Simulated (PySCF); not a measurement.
C6H13NO.
Z-matrix (Å and degrees, PBE0-D3(BJ)/def2-SVP geometry), rows numbered from 1:
```
C 
C   1  1.5203
C   2  1.5222  1  113.07
C   3  1.5252  2  114.06  1  -179.52
C   4  1.5284  3  111.81  2  -173.27
C   4  1.5264  3  109.81  2    66.48
N   6  1.3584  4  115.49  3  -134.99
O   6  1.2145  4  122.05  3    46.84
H   1  1.1005  2  111.70  3  -179.51
H   1  1.1021  2  111.32  3   -59.23
H   1  1.1014  2  111.05  3    60.34
H   2  1.1049  1  109.64  3   122.33
H   2  1.1035  1  109.36  3  -121.75
H   3  1.1029  2  109.48  1   -58.90
H   3  1.1038  2  109.71  1    58.11
H   4  1.1052  3  108.85  2   -52.92
H   5  1.1004  4  110.80  3    59.03
H   5  1.1007  4  111.61  3   179.61
H   5  1.1003  4  109.89  3   -60.72
H   7  1.0085  6  122.24  4     2.58
H   7  1.0117  6  118.47  4  -177.22
```

Linear response at wB97X-D/def2-SVPD (PySCF, frozen core in the response, non-relativistic).

Static isotropic polarisability: 85.25 au (12.63 Å³), principal values 79.0, 83.6, 93.1 au.

Q: What is the polarisability at 1064 nm and at the sodium D line?

A: 85.83 au at 1064 nm (+0.7 %), 87.18 au at 589.3 nm (+2.3 %). The rise at 589.3 nm is 3.34 times that at 1064 nm; a pure ω² law gives 3.26. The lowest singlet lies at 215 nm, shorter than both wavelengths.

Q: What is the isotropic C6 coefficient between two such molecules, C6 = (3/π)∫α(iω)² dω?

A: 3267 au (Eh·bohr⁶) by a ten-point quadrature over imaginary frequencies, which is 1950 eV·Å⁶ or 188 J·nm⁶/mol.

Q: Which effective excitation energy ω̄ makes London's formula C6 = (3/4)α²ω̄ exact here?

A: ω̄ = 4·C6/(3α²) = 0.599 Eh = 16.3 eV. A one-pole form α(ω) = α/(1 − ω²/ω̄²) fitted to the 1064 nm value gives 14.2 eV.

Q: What n − 1 at the D line would an ideal gas of it have at 273.15 K and 1 atm (2.6868 × 10¹⁹ cm⁻³), by n − 1 = 2π·N·α′?

A: 21.81 × 10⁻⁴, a formal value whether or not that pressure can be reached.

Q: What molar refraction at the D line follows from R = (4π/3)·N_A·α′, with α′ the polarisability volume?

A: α′ = 12.92 Å³ gives R = 32.59 cm³/mol, for isolated, non-vibrating species.

Q: How many electrons N does the Slater–Kirkwood formula C6 = (3/4)·√N·α^(3/2) need to give this C6?

A: N = (4·C6/3)²/α³ = 30.6; the species has 64 electrons in all.

One conformer stands for the species.

The pairwise dispersion term of wB97X-D wasn't added to the energies; at a given geometry it leaves orbitals and properties as they are.
